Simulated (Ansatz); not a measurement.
Gas-phase electronic energies from Ansatz, PBE0-D4/def2-TZVP geometries. CCSD(T)/CBS adds triple-zeta CCSD(T) − MP2 to the extrapolated MP2 energy (def2 sets, frozen cores). Functionals use def2-TZVPP. def2 core potentials past Kr. For Sn outer-core shells are correlated without core-valence functions, which leaves a few kJ/mol of doubt a bond. One conformer a species, not always the lowest.

`F[SiH2]O[SiH3]` + `N=[CH][SnH3]` → `[SiH3]/N=[CH]\[SnH3]` + `O[SiH2]F`  (ligand exchange at the Si–O bond)

| level | ΔE (kcal/mol) |
| --- | --- |
| B2PLYP | 16.8 |
| MP2/def2-QZVPP | 16.2 |

Task: What does CCSD(T)/CBS give? (Estimate.)

Result: Computed: +16.5 kcal/mol. The listed levels differ from it by 0.3, -0.3 kcal/mol.

Largest T1 diagnostic among the species: 0.015.

In def2-TZVPP, CCSD(T) changes the Hartree–Fock value by −4.9 kcal/mol (the triples alone add −1.1 kcal/mol) and MP2 by −5.5 kcal/mol. From PBE to PBE0 (25 % exact exchange), in def2-TZVPP and without D4, ΔE moves by +1.9 kcal/mol. The D4 term adds −1.1 kcal/mol with B3LYP and −0.6 kcal/mol with PBE0; it sums over pairs of atoms, weighted by their polarisabilities, and B3LYP, whose exchange is more repulsive, gets the larger term.

B3LYP here is the variant with VWN-RPA as its local correlation; programs differ in this.
